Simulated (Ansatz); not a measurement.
`NC(S)C[SiH3]`. The species carries charge 0 and has multiplicity 1.

```
atom   x (Å)   y (Å)   z (Å)
  N1   0.547   1.198  -1.717
  C2   0.577   0.362  -0.538
  S3   1.214  -1.285  -0.979
  C4  -0.758   0.158   0.179
 Si5  -0.682  -0.852   1.772
  H6   0.218   2.128  -1.479
  H7  -0.088   0.808  -2.405
  H8   1.287   0.811   0.163
  H9   2.336  -0.839  -1.566
 H10  -1.477  -0.305  -0.507
 H11  -1.161   1.145   0.433
 H12  -1.920  -0.603   2.560
 H13  -0.581  -2.308   1.504
 H14   0.489  -0.417   2.580
```

(1) List the harmonic frequencies (cm⁻¹, unscaled) at PBE0-D4/def2-TZVP in Ansatz. (An estimate is asked.)

(2) Is this a minimum?

(3) Give the ideal-gas thermochemistry at 298.15 K and 1 bar (rigid rotor, harmonic oscillator; point group C1, symmetry number 1).

(4) And at 400, 500, 600, 800 and 1000 K?

Answers

(1) Ansatz gave: 87, 130, 166, 244, 284, 317, 350, 442, 518, 592, 672, 752, 826, 848, 895, 924, 940, 951, 1058, 1097, 1143, 1160, 1231, 1325, 1397, 1436, 1636, 2215, 2222, 2243, 2715, 3039, 3064, 3092, 3499, 3591.

(2) Yes, all 36 modes are real.

(3) Zero-point energy 281.7 kJ/mol; H(298) − E = 305.0 kJ/mol; entropy 360.9 J/(mol·K), of which translation 167.2, rotation 115.8, vibration 77.9; G(298) − E = 197.4 kJ/mol. Modes under 100 cm⁻¹ are hindered rotations or soft bends, so the harmonic entropy is rough.

(4) 
| T (K) | H − E (kJ/mol) | S (J/mol/K) | G − E (kJ/mol) |
| --- | --- | --- | --- |
| 400 | 319.5 | 402.6 | 158.4 |
| 500 | 336.4 | 440.3 | 116.3 |
| 600 | 355.5 | 475.1 | 70.5 |
| 800 | 398.9 | 537.3 | -30.9 |
| 1000 | 447.4 | 591.3 | -143.9 |
